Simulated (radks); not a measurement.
Values are calculated unless marked as measured or tabulated.
Neutral lead inside a hard spherical wall (all orbitals vanish at R), configuration held at [Hg] 6p2 and not refilled when levels cross. Level of theory: scalar-relativistic Kohn-Sham, PBE, spin-polarised, spherical densities, finite nucleus; open shells are filled with parallel spins first (spin-orbit coupling, left out, can overturn this in heavy ions); Fermi nuclear charge, rms radius 5.5012 fm (a radial shooting solver on a logarithmic mesh with Libxc functionals). Eigenvalues in eV for spin up, with the zero of energy where the potential of the charges vanishes at infinity; a dash marks a level that is unbound or too diffuse for the functional's potential to be trusted. A positive occupied level is held by the wall or, in an anion where self-interaction has pushed it up, behind a barrier. The pressure on the wall is -dE/dV.

R (bohr)  E (hartree)  kinetic (hartree)    e(5p)    e(5d)    e(6s)   e(6p)  e(7s, empty)  e(6d, empty)  pressure (GPa)
free      -20876.0816          23578.179  -85.713  -21.128  -12.379  -3.939             -             -               0
20        -20876.0816          23578.179  -85.713  -21.128  -12.379  -3.939        -0.703             -        < 0.0001
15        -20876.0816          23578.179  -85.713  -21.127  -12.378  -3.939        -0.640         0.749        < 0.0001
7         -20876.0640          23578.287  -85.004  -20.436  -11.826  -3.293         3.413         4.284           0.875
6         -20876.0306          23578.463  -84.249  -19.710  -11.248  -2.475         7.025         6.618            3.62
5         -20875.9222          23578.988  -82.645  -18.193   -9.932  -0.456        14.877        11.343            17.8
3.5       -20874.9052          23583.440  -75.048  -11.190   -1.760  11.798        54.228        34.002             341
2         -20856.5754          23652.614  -27.091   40.174   92.297  132.37        330.76        193.65           26900
1.5       -20804.2233          23825.881   50.583   134.81   298.10  367.44        782.46        457.16          217000
